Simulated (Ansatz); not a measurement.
Mulliken charges of `C[CH2][Ge][F]` from r2SCAN/def2-TZVPP in Ansatz (PBE0-D4/def2-TZVP geometry).

```csv
atom,x (Å),y (Å),z (Å),charge (e)
C1,-0.477,0.751,-0.289,-0.125
C2,0.121,-0.210,0.727,-0.217
Ge3,1.492,-1.501,0.081,0.471
F4,0.954,-1.548,-1.602,-0.385
H5,-0.869,0.216,-1.155,0.063
H6,-1.290,1.341,0.142,0.046
H7,0.273,1.455,-0.661,0.042
H8,-0.659,-0.866,1.148,0.052
H9,0.543,0.315,1.593,0.053
```

Question: By hand: the dipole of these point charges (1 e Å = 4.8032 D).

Answer: Σ q r = (0.261, -0.051, 0.583) e Å, of length 0.641 e Å = 3.08 D.

Question: How does the dipole of the full density compare? (An estimate is asked.)

Answer: The calculation gave: (-0.037, 0.144, 0.392) e Å, 2.01 D; the point charges give 1.53 times that, at 38° from its direction.

Point charges leave out the atoms' own dipoles, such as those of lone pairs, and Mulliken's split depends on the basis, so the two needn't agree.
